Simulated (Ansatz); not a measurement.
Basis sets compared for (MoO3)4 (Mo₄O₁₂). The state is a singlet with charge 0. Geometry PBE-D4/def2-SVP. Ansatz on 2 threads of AMD EPYC 7R13 on a shared host and a share (18 GiB) of an NVIDIA H100 80GB HBM3; times are rough, and most runs start from earlier orbitals.

```xyz
16

O    -3.030    0.216   -2.436
Mo   -1.987   -0.786   -1.558
O    -2.451   -2.384   -1.863
O    -0.195   -0.486   -2.081
Mo    1.686   -0.484   -1.906
O     2.428    0.265   -3.229
O     2.261   -2.075   -1.838
O     2.085    0.414   -0.292
Mo    1.987    0.784    1.559
O     3.030   -0.219    2.436
O     2.452    2.382    1.864
O     0.195    0.486    2.082
Mo   -1.686    0.485    1.905
O    -2.430   -0.261    3.229
O    -2.259    2.077    1.835
O    -2.085   -0.415    0.293
```

In the def2 sets Mo takes a core potential; there is no spin–orbit coupling. Single mean-field runs in def2-TZVP are fitted with def2-universal-jkfit.

Binding counts from free atoms (O triplet, Mo septet) in the same basis, without a counterpoise term.

```json
{"level": "PBE-D4/def2-SVP", "functions": "292", "energy (Eh)": "-1174.8645", "HOMO (eV)": "-8.43", "LUMO (eV)": "-5.07", "binding per atom (eV)": "5.92", "wall time": "2.7 s"}
{"level": "PBE0-D4/def2-SVP", "functions": "292", "energy (Eh)": "-1174.4720", "HOMO (eV)": "-10.17", "LUMO (eV)": "-4.60", "binding per atom (eV)": "5.18", "wall time": "2.9 s"}
```

Task: Estimate the rows for PBE-D4/def2-TZVP (with forces), PBE0-D4/def2-TZVP (with forces).

Result: 
| level | functions | energy (Eh) | HOMO (eV) | LUMO (eV) | binding per atom (eV) | wall time |
| --- | --- | --- | --- | --- | --- | --- |
| PBE-D4/def2-TZVP (with forces) | 532 | -1176.0217 | -8.45 | -5.05 | 5.80 | 4.8 s |
| PBE0-D4/def2-TZVP (with forces) | 532 | -1175.6412 | -10.11 | -4.50 | 5.10 | 5.5 s |
